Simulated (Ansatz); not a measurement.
Name a neutral molecule of C, Ga, O, Si and H with LUMO energy (B3LYP/def2-TZVPP) between -0.75 and -0.45 eV and HOMO energy (PBE0/def2-TZVPP) between -7.90 and -7.60 eV (Ansatz, PBE0-D4/def2-TZVP geometry).

`C[O][Ga]([OH])[CH2][SiH3]` (-0.69 eV, -7.86 eV). Other molecules can fit too; these were computed, each in one conformer that needn't be the lowest.

B3LYP here is the variant with VWN-RPA as its local correlation; programs differ in this.
